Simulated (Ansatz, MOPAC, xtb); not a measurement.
Diatomic CdCl, multiplicity 2 (lowest of 2S+1 = 2, 4 at CCSD(T)/def2-TZVPP on PBE0 minima; our sources give no spin for the ground state, which may be another). No spin–orbit coupling.

The constants come from a fifth-degree fit in 1/R (seven points, main isotopes). In def2 and cc sets the state is the lowest found near the PBE0 minimum, followed along R.

Programs: Ansatz (Gaussian basis) for Hartree–Fock, density functionals and correlated methods; MOPAC for PM3, PM7 (differences of heats of formation); xtb for the GFN methods. Values without a source in brackets are computed. In def2 rows elements past Kr take small-core potentials, without spin–orbit coupling. The GFN methods have no spin term and hold the electronic entropy of 300 K.

| level | r_e (Å) | ω_e (cm⁻¹) | α_e (cm⁻¹) | B_e (cm⁻¹) | dipole (D) |
|---|---|---|---|---|---|
| PM3 | 2.364 | 260 | 0.00049 | 0.113 | - |
| PM7 | 2.255 | 387 | 0.00030 | 0.124 | - |
| GFN2-xTB | 2.433 | 229 | 0.00031 | 0.106 | - |
| SVWN5/def2-TZVPP | 2.326 | 317 | 0.00067 | 0.116 | 2.94 |
| PBE/def2-TZVPP | 2.383 | 290 | 0.00068 | 0.111 | 3.22 |
| r2SCAN/def2-TZVPP | 2.354 | 314 | 0.00062 | 0.114 | 3.37 |
| B97M-V/def2-TZVPP | 2.381 | 297 | 0.00066 | 0.111 | 3.57 |
| B3LYP/def2-TZVPP | 2.394 | 291 | 0.00067 | 0.110 | 3.53 |
| PBE0/def2-TZVPP | 2.358 | 313 | 0.00062 | 0.113 | 3.51 |
| BHLYP/def2-TZVPP | 2.370 | 315 | 0.00060 | 0.112 | 3.83 |
| CAM-B3LYP/def2-TZVPP | 2.358 | 316 | 0.00061 | 0.113 | 3.58 |
| wB97X-V/def2-TZVPP | 2.348 | 327 | 0.00057 | 0.114 | 3.67 |
| wB97M-V/def2-TZVPP | 2.350 | 325 | 0.00058 | 0.114 | 3.50 |
| B2PLYP/def2-TZVPP | 2.366 | 311 | 0.00062 | 0.113 | - |
| CCSD/def2-TZVPP | 2.352 | 325 | 0.00057 | 0.114 | - |
| CCSD/def2-QZVPP | 2.344 | 332 | 0.00057 | 0.115 | - |
| CCSD(T)/def2-TZVPP | 2.350 | 324 | 0.00058 | 0.114 | - |
| CCSD(T)/def2-QZVPP | 2.342 | 330 | 0.00058 | 0.115 | - |
| CCSD(T)/CBS(def2-TZVPP, def2-QZVPP) | 2.339 | 334 | 0.00057 | 0.115 | - |

Correlated levels freeze the inner cores; with def2 sets outer-core shells near the valence are correlated too. CBS(a, b) extrapolates the correlation energy as X⁻³ and adds the Hartree–Fock energy of set b. The state that PM3, PM7 reach isn't checked; PM7 holds dispersion and hydrogen-bond terms.

Ansatz is a program for electronic structure.
